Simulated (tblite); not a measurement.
Compound: C₄H₁₀BFSi₂.
SMILES with atom numbers: `[BH2:1][SiH2:2][C:3]#[C:4][C@@H:5]([F:6])[SiH2:7][CH3:8]` (hydrogens: H9, H10 on B1; H11, H12 on Si2; H13 on C5; H14, H15 on Si7; H16, H17, H18 on C8)

Computed with GFN2-xTB (tblite), gas phase: L-BFGS steps from a force-field or distance-geometry start until the largest atomic force falls under 0.01 eV/Å.

Step 7: E = -625.2981 eV
```
atom  x, y, z in Å  |  force x, y, z in eV/Å
B1     -2.9656   -1.7494    0.0207   -0.041  -0.031   0.009
Si2    -2.6050   -0.5112   -1.4408    0.073   0.071  -0.025
C3     -0.9605    0.3074   -1.1504   -0.014  -0.004  -0.033
C4      0.1274    0.7819   -0.9296    0.075   0.114   0.072
C5      1.4048    1.3928   -0.6221   -0.077  -0.026  -0.142
F6      1.3898    2.7565   -0.9283   -0.082   0.010   0.047
Si7     1.8676    1.1858    1.2473   -0.029  -0.044  -0.056
C8      1.9460   -0.6798    1.5668    0.002  -0.092   0.055
H9     -2.2560   -2.6493    0.2471   -0.003  -0.034   0.073
H10    -3.9215   -1.6181    0.6794    0.002  -0.085   0.092
H11    -3.5814    0.5901   -1.5638    0.082   0.014  -0.098
H12    -2.5097   -1.1789   -2.7583   -0.014   0.088  -0.009
H13     2.1720    0.9759   -1.2881    0.022  -0.073   0.046
H14     3.1888    1.8015    1.4430   -0.109   0.026  -0.003
H15     0.8038    1.8150    2.0422    0.113   0.003  -0.045
H16     2.6843   -1.1802    0.9460    0.020   0.050  -0.022
H17     0.9913   -1.1660    1.3835   -0.023   0.050  -0.010
H18     2.2152   -0.8677    2.6004    0.005  -0.036   0.050
```

Step 8: E = -625.3018 eV
```
atom  x, y, z in Å  |  force x, y, z in eV/Å
B1     -2.9669   -1.7513    0.0222   -0.024  -0.033   0.005
Si2    -2.6045   -0.5094   -1.4426    0.075   0.019   0.053
C3     -0.9598    0.3100   -1.1530   -0.139  -0.067  -0.049
C4      0.1270    0.7826   -0.9292    0.123   0.130   0.056
C5      1.4027    1.3918   -0.6256   -0.008   0.014  -0.032
F6      1.3896    2.7558   -0.9286   -0.091   0.038   0.034
Si7     1.8669    1.1873    1.2462   -0.018  -0.120  -0.040
C8      1.9461   -0.6823    1.5688    0.015  -0.019   0.030
H9     -2.2565   -2.6530    0.2525   -0.029   0.017   0.044
H10    -3.9222   -1.6239    0.6856    0.031  -0.072   0.053
H11    -3.5767    0.5927   -1.5704    0.057   0.032  -0.087
H12    -2.5099   -1.1732   -2.7600   -0.009   0.065  -0.029
H13     2.1714    0.9773   -1.2887    0.043  -0.100   0.013
H14     3.1880    1.8049    1.4429   -0.122   0.016  -0.011
H15     0.8047    1.8178    2.0430    0.115  -0.003  -0.054
H16     2.6846   -1.1813    0.9459    0.007   0.057  -0.007
H17     0.9912   -1.1671    1.3835   -0.023   0.047  -0.006
H18     2.2154   -0.8725    2.6025   -0.002  -0.022   0.027
```

Step 9: E = -625.3057 eV
```
atom  x, y, z in Å  |  force x, y, z in eV/Å
B1     -2.9686   -1.7537    0.0237   -0.004  -0.025   0.004
Si2    -2.6024   -0.5070   -1.4435    0.034  -0.047   0.111
C3     -0.9592    0.3123   -1.1559   -0.152  -0.077  -0.039
C4      0.1264    0.7851   -0.9280    0.078   0.088   0.010
C5      1.4008    1.3912   -0.6298    0.071   0.049   0.079
F6      1.3874    2.7558   -0.9279   -0.077   0.050   0.016
Si7     1.8658    1.1863    1.2436    0.000  -0.158  -0.016
C8      1.9464   -0.6855    1.5715    0.018   0.046   0.001
H9     -2.2575   -2.6564    0.2588   -0.047   0.058   0.013
H10    -3.9225   -1.6311    0.6930    0.052  -0.053   0.011
H11    -3.5707    0.5957   -1.5788    0.035   0.047  -0.070
H12    -2.5104   -1.1661   -2.7622    0.000   0.043  -0.041
H13     2.1717    0.9764   -1.2888    0.042  -0.097  -0.018
H14     3.1844    1.8086    1.4425   -0.117   0.008  -0.020
H15     0.8083    1.8204    2.0425    0.096  -0.004  -0.054
H16     2.6852   -1.1810    0.9456   -0.005   0.049   0.011
H17     0.9904   -1.1670    1.3833   -0.015   0.033   0.002
H18     2.2156   -0.8776    2.6055   -0.009  -0.009  -0.002
```

Step 10: E = -625.3092 eV
```
atom  x, y, z in Å  |  force x, y, z in eV/Å
B1     -2.9704   -1.7564    0.0251    0.010  -0.010   0.005
Si2    -2.6002   -0.5057   -1.4425   -0.027  -0.088   0.113
C3     -0.9590    0.3140   -1.1589   -0.074  -0.048  -0.008
C4      0.1256    0.7883   -0.9270   -0.001   0.022  -0.035
C5      1.4001    1.3915   -0.6328    0.104   0.055   0.132
F6      1.3837    2.7567   -0.9267   -0.045   0.039   0.006
Si7     1.8648    1.1826    1.2409    0.015  -0.133   0.001
C8      1.9469   -0.6881    1.5742    0.010   0.069  -0.018
H9     -2.2592   -2.6585    0.2649   -0.041   0.069  -0.011
H10    -3.9217   -1.6388    0.7001    0.051  -0.031  -0.018
H11    -3.5643    0.5993   -1.5879    0.025   0.045  -0.047
H12    -2.5108   -1.1586   -2.7648    0.007   0.026  -0.030
H13     2.1727    0.9736   -1.2889    0.018  -0.062  -0.028
H14     3.1785    1.8121    1.4418   -0.089   0.004  -0.024
H15     0.8138    1.8226    2.0408    0.063  -0.003  -0.043
H16     2.6858   -1.1798    0.9454   -0.009   0.028   0.022
H17     0.9894   -1.1660    1.3831   -0.004   0.016   0.008
H18     2.2157   -0.8825    2.6082   -0.013   0.001  -0.023
```

Question: Estimate the geometry and energy of step 11. (The exact step hangs on the optimiser's Hessian estimate; all steps are aligned on step 10, rigid shifts and turns removed.)

Answer: E = -625.3116 eV, largest force 0.130 eV/Å
```
atom  x, y, z in Å  |  force x, y, z in eV/Å
B1     -2.9718   -1.7586    0.0264    0.013   0.008   0.006
Si2    -2.5993   -0.5064   -1.4399   -0.064  -0.076   0.062
C3     -0.9593    0.3149   -1.1611    0.016  -0.015   0.025
C4      0.1247    0.7911   -0.9268   -0.046  -0.026  -0.052
C5      1.4011    1.3924   -0.6334    0.070   0.029   0.106
F6      1.3800    2.7581   -0.9256   -0.006   0.011   0.008
Si7     1.8643    1.1776    1.2392    0.017  -0.059   0.002
C8      1.9472   -0.6895    1.5760   -0.003   0.043  -0.023
H9     -2.2611   -2.6590    0.2694   -0.012   0.048  -0.022
H10    -3.9201   -1.6454    0.7052    0.027  -0.011  -0.023
H11    -3.5587    0.6029   -1.5958    0.027   0.026  -0.022
H12    -2.5111   -1.1522   -2.7673    0.010   0.016  -0.003
H13     2.1737    0.9704   -1.2893   -0.015  -0.013  -0.017
H14     3.1721    1.8148    1.4407   -0.047   0.005  -0.022
H15     0.8193    1.8242    2.0385    0.027   0.000  -0.024
H16     2.6860   -1.1781    0.9456   -0.002   0.005   0.019
H17     0.9888   -1.1647    1.3832    0.000   0.000   0.010
H18     2.2154   -0.8861    2.6098   -0.013   0.009  -0.028
```

The energy changes by -0.0024 eV. The first-order estimate −F·Δx gives -0.0036 eV and the mean of the old and new forces, exact on a quadratic surface, -0.0024 eV. The step makes an angle of 61° with the force vector and moves no atom by more than 0.010 Å.

The cost below is that of the whole relaxation. Time: 0.86 s wall. Hardware: Arm Neoverse V2, one thread, shared host with 96 logical CPUs at a one-minute load of 53.
